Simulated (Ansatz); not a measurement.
One change: `[Cl][In]([Cl])[SeH]` becomes `[Cl][In]([Cl])[I]`.

Ansatz, PBE0-D4/def2-TZVP geometries, multiplicity 1. Each molecule was computed in one conformer, which needn't be the lowest.

Elements past krypton have def2 core potentials. Scalar relativity is left out up to krypton.

```
                                          property  `[Cl][In]([Cl])[SeH]`
               LUMO energy (B3LYP/def2-TZVPP) / eV                  -2.80
size of the dipole moment (ωB97M-V/def2-TZVPP) / D                   1.97
                 LUMO energy (PBE/def2-TZVPP) / eV                  -3.34
           HOMO–LUMO gap (ωB97M-V/def2-TZVPP) / eV                   9.45
  size of the dipole moment (B3LYP/def2-TZVPP) / D                   2.07
                LUMO energy (PBE0/def2-TZVPP) / eV                  -2.51
```

Q: What does the change do to each property? (Estimate.)

A: Computed: 
| property | `[Cl][In]([Cl])[I]` | shift |
| --- | --- | --- |
| LUMO energy (B3LYP/def2-TZVPP) / eV | -3.21 | -0.41 |
| size of the dipole moment (ωB97M-V/def2-TZVPP) / D | 1.25 | -0.72 |
| LUMO energy (PBE/def2-TZVPP) / eV | -3.74 | -0.40 |
| HOMO–LUMO gap (ωB97M-V/def2-TZVPP) / eV | 9.39 | -0.06 |
| size of the dipole moment (B3LYP/def2-TZVPP) / D | 1.33 | -0.74 |
| LUMO energy (PBE0/def2-TZVPP) / eV | -2.94 | -0.43 |

With PBE0 the HOMO falls by 0.38 eV and the LUMO falls by 0.43 eV, so the gap narrows by about 0.05 eV. PBE moves the HOMO by -0.37 eV and ωB97M-V by -0.37 eV. The zero-point energy changes by -19.8 kJ/mol with -3 modes. Dipoles are sizes alone; their direction can turn.

B3LYP here is the variant with VWN-RPA as its local correlation; programs differ in this.

Spin–orbit coupling is left out; it splits and shifts lone-pair levels of the heavy atoms by tenths of an eV.
